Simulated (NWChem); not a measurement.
System: CH₄MgOS; SMILES C[O][Mg][SH]

The following NWChem deck was run.

```
start job
memory heap 200 mb stack 900 mb global 1100 mb
geometry units angstroms noautoz
  Mg    -0.072963     0.118344     0.001429
  O     -0.189506    -1.644422     0.001053
  C     -0.263030    -3.014931     0.000605
  H     -0.126363    -3.441009    -1.013663
  H      0.511519    -3.475700     0.646095
  H     -1.242273    -3.380892     0.369488
  S      0.091531     2.416906     0.001891
  H     -1.250510     2.589015    -0.006232
end
basis spherical
  Mg library sto-3g
  O library sto-3g
  C library sto-3g
  H library sto-3g
  S library sto-3g
end
dft
  xc xpbe96 cpbe96
  iterations 150
  mulliken
end
task dft energy
```

All runs use the structure optimised with PBE0/def2-SVP.

Problem. Give the results of this calculation. (PBE/STO-3G.) Quantities: basis functions; energy (Ha); highest occupied level (eV); orbital gap (eV); dipole (D).

Solution. 
```
Quantity                      Result
---------------------------  -------
number of basis functions         32
energy (Ha)                  -705.13
highest occupied level (eV)    -0.27
orbital gap (eV)                4.20
dipole (D)                      0.82
```
